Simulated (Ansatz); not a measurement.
BF2HS (`FB(F)S`), 5 atoms. The species carries charge 0 and has multiplicity 1. Hardware: A = 2 threads of an AMD EPYC 7R13 on a shared host; B = 2 threads of an AMD EPYC 7R13 on a shared host and a share of an NVIDIA H100 80 GB. Correlated methods freeze the cores. Open-shell runs search over several starts.

**Question.** Give the basis size and wall time and peak host memory of each of these runs in Ansatz. UKS PBE0-D4/def2-TZVPP energy of the cation [A]; RKS BHLYP-D4/def2-TZVPP energy [A]; RKS PBE0-D4/def2-QZVPP energy [B]; RHF-CCSD(T)/cc-pV(T+d)Z energy [A]; RHF-CCSD(T)/cc-pV(D+d)Z energy [A]; UKS ωB97M-V/def2-TZVPP energy of the cation [A]; RKS ωB97M-V/def2-SVP energy [A]; RKS HSE06 (plane-wave form)-D4/def2-TZVPP energy [A]; RHF-CCSD(T)/cc-pV(Q+d)Z energy [B]; RKS PBE0-D4/def2-SVP energy [A]; RKS ωB97M-V/def2-QZVPP energy [B]; UKS ωB97X-V/def2-TZVPP energy of the cation [A]. (Best estimate.)

**Answer.** Ansatz gave: Other jobs shared the machine, so times are rough.

```tsv
level	job	functions	wall time	peak host memory (GiB)
RKS PBE0-D4/def2-SVP	energy [A]	65	0.71 s	0.16
RKS HSE06 (plane-wave form)-D4/def2-TZVPP	energy [A]	149	1.5 s	0.33
RKS BHLYP-D4/def2-TZVPP	energy [A]	149	1.6 s	0.32
RKS PBE0-D4/def2-QZVPP	energy [B]	271	2.1 s	0.85
UKS PBE0-D4/def2-TZVPP	energy of the cation [A]	149	2.2 s	0.39
RHF-CCSD(T)/cc-pV(D+d)Z	energy [A]	70	2.2 s	0.23
RKS ωB97M-V/def2-SVP	energy [A]	65	2.4 s	0.21
RKS ωB97M-V/def2-QZVPP	energy [B]	271	2.9 s	0.89
RHF-CCSD(T)/cc-pV(Q+d)Z	energy [B]	259	3.1 s	0.84
UKS ωB97X-V/def2-TZVPP	energy of the cation [A]	149	6 s	0.5
UKS ωB97M-V/def2-TZVPP	energy of the cation [A]	149	6.5 s	0.53
RHF-CCSD(T)/cc-pV(T+d)Z	energy [A]	143	14 s	0.93
```
